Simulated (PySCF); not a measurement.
# Correlation energy of Cl(3+) (chlorine, charge +3)

[Ne] 3s2 3p2, high-spin 3P determinant. Calculation: PySCF 2.14, in dyall-av2z; no relativity, point nucleus. Frozen: [Ne]; 4 electrons correlated; the 16 highest virtual orbitals of each spin left out.

MP2 pair energies summed by pair of shells (mhartree):

```tsv
pair	energy	share (%)
3s-3p	-36.16	61.1
3s-3s	-16.87	28.5
3p-3p	-6.17	10.4
```

Total MP2 correlation energy: -59.20 mhartree.

Same-spin part -9.48 and opposite-spin part -49.72 mhartree; SCS-MP2 scales them by 1/3 and 6/5 to -62.83 mhartree.
